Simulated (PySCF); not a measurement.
Energy of Zn⁺ (zinc, charge +1) between two integer charges

The 4s alpha orbital of [Ar] 3d10 4s1 is emptied in steps (occupation f), with all orbitals relaxed, ending at [Ar] 3d10. Computed with PySCF 2.14 in jorge-DZP-DKH (8s6p2d1f, 43 functions), with scalar relativity by spin-free X2C-1e. The exact energy is a straight line in f; departures are measured from the line between the end points of the same method.

```csv
f,UHF (eV),LDA (eV),PBE (eV),PBE0 (eV),r2SCAN (eV),LC-wPBE (eV),BHandHLYP (eV),wB97X (eV),MN15 (eV),BLYP (eV)
1,0.000,0.000,0.000,0.000,0.000,0.000,0.000,0.000,0.000,0.000
0.75,0.012,-0.797,-0.799,-0.585,-0.710,-0.080,-0.414,-0.139,-0.413,-0.827
0.5,0.016,-1.059,-1.068,-0.781,-0.936,-0.104,-0.555,-0.175,-0.526,-1.107
0.25,0.012,-0.787,-0.801,-0.584,-0.695,-0.079,-0.420,-0.124,-0.364,-0.833
0,0.000,0.000,0.000,0.000,0.000,0.000,0.000,0.000,0.000,0.000
```

For UHF, how does the orbital energy at f = 1 compare with the removal energy?

−ε = 16.869 eV against a total-energy difference of 16.805 eV. By Janak's theorem ε = ∂E/∂f, so the gap between them reflects the curvature. Along the path −ε is 16.836 (f = 0.75), 16.805 (f = 0.5), 16.773 (f = 0.25) eV.

```tsv
method	E(f=0) − E(f=1) (eV)	−ε at f=1 (eV)	−ε at f=0.5 (eV)
UHF	16.805	16.869	16.805
LDA	18.707	14.454	18.732
PBE	18.430	14.187	18.421
PBE0	18.130	15.013	18.130
r2SCAN	18.197	14.407	18.243
LC-wPBE	18.017	17.572	18.022
BHandHLYP	18.012	15.813	17.997
wB97X	17.834	17.064	17.878
MN15	17.792	15.530	17.921
BLYP	18.572	14.182	18.556
```

Reference removal energy between the ground levels: 17.964 eV (measured; NIST Atomic Spectra Database, ionization energies). UHF lacks correlation.
